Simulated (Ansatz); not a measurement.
Program: Ansatz. Geometries: PBE0-D4/def2-TZVP. ΔE: electronic, gas phase. CCSD(T)/CBS adds triple-zeta CCSD(T) − MP2 to the extrapolated MP2 energy (def2 sets, frozen cores). For Ge outer-core shells are correlated without core-valence functions, which leaves a few kJ/mol of doubt a bond. Scalar relativity is left out up to krypton. Each species was taken in one conformer, which may not be the lowest.

Reaction (redistribution): `BC[SiH](O)F` + `C[N]([GeH3])[SiH2]O` → `CN([SiH2]O)[SiH](O)F` + `B[CH2][GeH3]`

```json
{"level": "MP2/def2-TZVPP", "ΔE (kJ/mol)": "-54.4"}
{"level": "SCS-MP2/def2-TZVPP", "ΔE (kJ/mol)": "-52.2"}
{"level": "CCSD(T)/def2-TZVPP", "ΔE (kJ/mol)": "-54.5"}
{"level": "MP2/CBS(def2)", "ΔE (kJ/mol)": "-55.4"}
```

Q: What does CCSD(T)/CBS give? (An estimate is asked.)

A: Ansatz gave: -55.4 kJ/mol. The listed levels differ from it by 1.0, 3.2, 0.9, 0.0 kJ/mol.

Largest T1 diagnostic among the species: 0.012.

From PBE to PBE0 (25 % exact exchange), in def2-TZVPP and without D4, ΔE moves by −3.5 kJ/mol. The D4 term adds −3.0 kJ/mol with B3LYP and −1.5 kJ/mol with PBE0; it sums over pairs of atoms, weighted by their polarisabilities, and B3LYP, whose exchange is more repulsive, gets the larger term.

B3LYP here is the variant with VWN-RPA as its local correlation; programs differ in this.
